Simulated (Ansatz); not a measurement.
A structure relaxed at PBE-D4/def2-SVP in Ansatz, charge 0, singlet:

```xyz
18

Ge    1.820   -0.263    1.180
Ge   -0.484    0.758   -1.855
Ge   -1.063   -1.991   -0.268
O     1.099   -2.215    1.767
O     0.039    1.836   -3.001
O     0.035   -1.223    1.433
O    -2.163    0.886   -1.025
O     0.266    1.861   -0.116
O     0.380   -3.268   -0.326
O    -2.280    2.243   -0.488
O     1.818    0.451    2.830
O    -0.081   -0.915   -1.488
H     0.807    2.516   -0.612
H    -2.613    2.742   -1.267
H     0.961   -2.980   -1.064
H     1.111    0.093    3.403
H     0.973   -2.844    0.882
H    -0.626    2.312    0.016
```

Problem. Give its formula.

Solution. the cluster Ge3O9H6 (the lowest singlet isomer of a short search).

Problem. Summarise the bond lengths by kind (pairs closer than 1.2 times the sum of covalent radii, bridged metal pairs left out).

Solution. 10 × Ge–O 1.66 to 2.19 Å; 2 × O–O 1.46 to 1.49 Å; 6 × H–O 0.98 to 1.09 Å.

The structure holds 2 bonds between oxygen atoms, so isomers without such links may lie far lower. The structure comes from a short search, and lower isomers may exist.
